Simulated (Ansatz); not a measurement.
Cl4Ta, charge +2, quartet, geometry from GFN2-xTB of the parent state (such geometries of metal compounds can be far from the true shape) (the multiplicity is a formal guess) (core potentials on Ta).

Input for Ansatz (a first-principles code):
Ansatz 0.2 input:
```yaml
crystal:
  periodic: [false, false, false]
  atoms:
    - {symbol: Ta, position_ang: [-0.00000000, 0.00000000, 0.00000000]}
    - {symbol: Cl, position_ang: [1.75171890, -0.59119335, -1.16605346]}
    - {symbol: Cl, position_ang: [0.61179865, 0.47525456, 2.04390432]}
    - {symbol: Cl, position_ang: [-0.92257270, 1.75917217, -0.91207579]}
    - {symbol: Cl, position_ang: [-1.44094485, -1.64323338, 0.03422494]}
basis:
  gaussian:
    orbitals: def2-SVP
hamiltonian:
  xc: blyp
total_charge: 2
magnetization: {spin_polarized: true, initial_magnetization: 3}
```

Q: Predict the <S^2> from BLYP/def2-SVP in Ansatz.

A: 3.754

Q: What is the computed total energy (BLYP/def2-SVP)?

A: -1896.4212 Eh

Q: Estimate the number of basis functions that BLYP/def2-SVP returns for this input.

A: 104

Q: Roughly what does it cost on one core?

A: very roughly 80 core-seconds.
